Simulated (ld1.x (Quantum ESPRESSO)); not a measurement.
**What one change does to a pseudopotential (zinc (Zn), TM)**

```json
{"Element": "zinc", "Generator": "ld1.x (Quantum ESPRESSO) 7.5", "Type": "norm-conserving Troullier–Martins (Kleinman–Bylander form)", "Functional": "PBE", "Relativity": "scalar-relativistic", "Frozen core": "[Ne] 3s2", "Valence charge": "18", "Reference configuration": "3p6 3d10 4s1.75 4p0 (charge +0.25)", "Partial waves": "3p (bound): rc 0.60 bohr; 3d (bound): rc 0.75 bohr; 4f channel at 0.35 Ry: rc 1.95 bohr; 4s (bound): rc 2.05 bohr", "Local potential": "the s channel", "Core correction": "none"}
```

All-electron outer shells of the reference configuration (PBE, scalar-relativistic, ld1.x):

| shell | level (eV) | outermost node (bohr) | outermost maximum (bohr) |
| --- | --- | --- | --- |
| 2p | -1006.25 | – | 0.15 |
| 3s | -131.48 | 0.28 | 0.59 |
| 3p | -85.65 | 0.25 | 0.59 |
| 3d | -12.38 | – | 0.57 |
| 4s | -7.87 | 0.85 | 2.06 |
| 4p | -2.62 | 0.92 | 2.89 |

Change: local potential all-electron potential smoothed inside 1.25 bohr (lloc = -1).

Cutoffs: the cutoffs (Ry, on a coarse ladder) from which the occupation-weighted sum of valence levels, in a spherical-Bessel basis at the reference potential, stays within 10 and 1 mRy of its value at 400 Ry; they do not see the model core or the augmentation charge, which bear on the density cutoff. Errors are all-electron minus pseudo energies relative to the spin-unpolarised reference configuration.

Q: What does the change do?

A: A bound ghost appears in s, which as a rule spoils a file; of the 5 tests that both files solve, the error grows in 0 and shrinks in 3 by more than 15 % and 0.3 meV (median size 277.1 → 42.9 meV); the range in which the s phases agree widens (upper end 3.4 → at the end of the scan); the range in which the p phases agree widens (upper end -1.3 → at the end of the scan). In the separable form a ghost depends on how the local part lies against the semilocal potential of the channel, so the choice of the local part can create or remove one.

| quantity | base | changed |
| --- | --- | --- |
| cutoff, loose | over 300 Ry | over 300 Ry |
| cutoff, tight | over 300 Ry | over 300 Ry |
| loose cutoff by channel (10 mRy a level) | p 160 Ry, d 300 Ry, s 10 Ry | s 21 Ry, p 160 Ry, d 300 Ry |
| bound ghosts | none | s |
| tests counted (converged, no solver errors) | 6 of 7 | 6 of 7 |
| error for 3p6 3d10 4s2 4p0, meV [ΔE -1.73 eV] | 0.0 | -0.1 |
| error for 3p6 3d10 4s0 4p0, meV [ΔE 26.60 eV] | -33 | -29 |
| error for 3p6 3d9 4s0 4p0, meV [ΔE 67.14 eV] | -277 | +43 |
| error for 3p6 3d10 4s0 4p2, meV [ΔE 8.83 eV] | -1676 | -121 |
| error for 3p6 3d9 4s2 4p1, meV [ΔE 10.51 eV] | -1301 | -158 |
| s: phases at 2.24 bohr within 0.05 rad from the reference energy up to (Ry; the scan ends near 5) | 3.4 | to the end of the scan |
| p: phases at 2.24 bohr within 0.05 rad from the reference energy up to (Ry; the scan ends near 5) | -1.3 | to the end of the scan |
| d: phases at 2.24 bohr within 0.05 rad from the reference energy up to (Ry; the scan ends near 5) | 0.6 | 1.9 |
| f: phases at 2.24 bohr within 0.05 rad from the reference energy up to (Ry; the scan ends near 5) | to the end of the scan | to the end of the scan |

Base: Tests not counted: 3p6 3d10 4s1 4p0 (pseudo-atom not self-consistent, printed error -4.3 meV). These tests converged, but a pseudo level misses the all-electron one widely, so the file describes the atom poorly there or has found another state: 3p6 3d9 4s0 4p0: empty 4p by 3.2 eV. ld1.x printed “convergence not achieved” for 3 of the counted tests; their residual had stalled under 1e-8, short of the target of 1e-14. Changed file: Tests not counted: 3p5 3d10 4s2 4p0 (solver errors, printed error -10.2 eV). ld1.x printed “convergence not achieved” for 2 of the counted tests; their residual had stalled under 1e-8, short of the target of 1e-14. A true bound ghost makes a file unfit for plane-wave use even where its test errors are small: the radial tests pick states by their node count and pass the ghost by. Where a test does run into it, the solver fails or the error is huge.
